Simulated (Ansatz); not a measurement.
Input file for Ansatz (a first-principles code): U-PBE0/def2-TZVPP on CoSn, 2S+1 = 4, a spin state set in the input, which need not be the lowest, a point of a bond scan (R = 2.522 Å). Elements past Kr take the def2 small-core potentials; no spin–orbit coupling.

Ansatz 0.2 input:
```yaml
crystal:
  periodic: [false, false, false]
  atoms:
    - {symbol: Co, position_ang: [0.00000000, 0.00000000, 0.00000000]}
    - {symbol: Sn, position_ang: [0.00000000, 0.00000000, 2.52226000]}
basis:
  gaussian:
    orbitals: def2-TZVPP
    pivot_positions_ang: [[0.00000000, 0.00000000, 0.00000000], [0.00000000, 0.00000000, 2.52226000]]
hamiltonian:
  xc: {name: PBE0}
magnetization: {spin_polarized: true, initial_magnetization: 3}
output: {forces: true, orbitals: {seedname: ./end}}
```

Program output:

```
WARN ansatz: RAYON_NUM_THREADS=1 ignored (pool sized by the plan → 1); use --threads N
Functional definition: PBE0
integrals: 0.06 GiB planned
1030 factors; integrals over basis functions are off by at most 4.1e-4 eV
mean field: 0.74 GiB planned
mean field evaluation 1: about -43428.7473 eV, gradient 9.4e1 eV
mean field evaluation 2: about -42751.2825 eV, gradient 3.0e2 eV
mean field evaluation 4: about -43449.0881 eV, gradient 2.1e1 eV
mean field evaluation 8: about -43451.4539 eV, gradient 3.1e0 eV
mean field evaluation 16: about -43451.5393 eV, gradient 2.9e-2 eV
mean field evaluation 32: about -43451.5394 eV, gradient 5.0e-5 eV
mean field evaluation 64: about -43451.4911 eV, gradient 2.7e-1 eV
mean field -43451.53937812 eV, -1596.8146196348 hartree, gradient 1.4e-8 eV, S^2 3.823290; 4 other end points of the search recorded, 0 dependent functions left out
the calculation of the forces begins
reference -43451.53940202 eV, -1596.8146205129 hartree; 26, 23 occupied and 88, 91 virtual orbitals, 1030 factors
Total energy: -43451.53940202 eV, -1596.8146205129 hartree
Atom 0 at     0.000000     0.000000     0.000000 Å, force     0.000000    -0.000000     0.066682 eV/Å
Atom 1 at     0.000000     0.000000     2.522260 Å, force    -0.000000     0.000000    -0.066682 eV/Å
Dipole moment:     0.000000     0.000000    -0.352443 e Å
```

The run converged.

Cost: roughly 28 core-seconds.
